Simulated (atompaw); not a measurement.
**Before and after: PAW (atompaw) potential for lanthanum (La)**

lanthanum, PAW, made with atompaw 4.2.0.5 (LDA (PW92), scalar-relativistic). Core [Kr] 4d10, reference 4f0 5s2 5p6 5d1 6s0 6p0 (charge +2). Waves: 5s (bound): rc 2.05 bohr; 6s (bound, empty): rc 3.00 bohr; 5p (bound): rc 2.85 bohr; 6p (bound, empty): rc 3.00 bohr; 5d (bound): rc 3.00 bohr; 5d channel at 0.05 Ry: rc 3.00 bohr; 4f (bound, empty): rc 1.20 bohr; 4f channel at -0.25 Ry: rc 1.20 bohr. Local part: troulliermartins scheme with l = 4 at -0.5 Ry, radius 2.80 bohr. Core correction: smooth core density matched at 1.50 bohr. Augmentation charge: besselshape compensation charge, radius 2.90 bohr; PAW radius 3.00 bohr; waves and projectors: custom rrkj gramschmidtortho.

All-electron outer shells of the reference configuration (LDA (PW92), scalar-relativistic, ld1.x):

```json
{"shell": "4p", "level (eV)": "-212.45", "outermost node (bohr)": "0.34", "outermost maximum (bohr)": "0.63"}
{"shell": "4d", "level (eV)": "-116.66", "outermost node (bohr)": "0.32", "outermost maximum (bohr)": "0.68"}
{"shell": "5s", "level (eV)": "-51.77", "outermost node (bohr)": "0.77", "outermost maximum (bohr)": "1.41"}
{"shell": "5p", "level (eV)": "-35.08", "outermost node (bohr)": "0.83", "outermost maximum (bohr)": "1.58"}
{"shell": "4f", "level (eV)": "-17.32", "outermost node (bohr)": "–", "outermost maximum (bohr)": "0.75"}
{"shell": "5d", "level (eV)": "-14.86", "outermost node (bohr)": "0.95", "outermost maximum (bohr)": "2.16"}
{"shell": "6s", "level (eV)": "-13.68", "outermost node (bohr)": "1.83", "outermost maximum (bohr)": "3.39"}
{"shell": "6p", "level (eV)": "-9.95", "outermost node (bohr)": "2.13", "outermost maximum (bohr)": "4.03"}
```

Change: wave 5d channel at 0.05 Ry: rc 3.00 bohr becomes 5d channel at 0.05 Ry: rc 1.56 bohr.

Cutoffs: the cutoffs (Ry, on a coarse ladder) from which the occupation-weighted sum of valence levels, in a spherical-Bessel basis at the reference potential, stays within 10 and 1 mRy of its value at 400 Ry; they do not see the model core or the augmentation charge, which bear on the density cutoff.

**Question.** What does the change do?

**Answer.** The potential gets neither clearly harder nor softer (12 Ry and 18 Ry → 12 Ry and 18 Ry); a bound ghost appears in d, which as a rule spoils a file.

| quantity | base | changed |
| --- | --- | --- |
| cutoff, loose | 12 Ry | 12 Ry |
| cutoff, tight | 18 Ry | 18 Ry |
| bound ghosts | none | d |
| s: phases at 3.00 bohr within 0.05 rad from the reference energy up to (Ry; the scan ends near 5) | 0.8 | 0.8 |
| p: phases at 3.00 bohr within 0.05 rad from the reference energy up to (Ry; the scan ends near 5) | 0.2 | 0.2 |
| d: phases at 3.00 bohr within 0.05 rad from the reference energy up to (Ry; the scan ends near 5) | 1.8 | 2.0 |
| f: phases at 3.00 bohr within 0.05 rad from the reference energy up to (Ry; the scan ends near 5) | 3.8 | 3.8 |
| lowest overlap eigenvalue by channel | s 0.40, p 0.02, d 0.31, f 0.88 | s 0.40, p 0.02, d 0.91, f 0.88 |

Base: The cutoffs count occupied waves only; the empty 4f level needs 90 Ry at the loose tolerance. Changed file: The cutoffs count occupied waves only; the empty 4f level needs 90 Ry at the loose tolerance. A true bound ghost makes a file unfit for plane-wave use even where its test errors are small: the radial tests pick states by their node count and pass the ghost by. The cutoffs see the waves, projectors and local potential, not the compensation charge or the core.
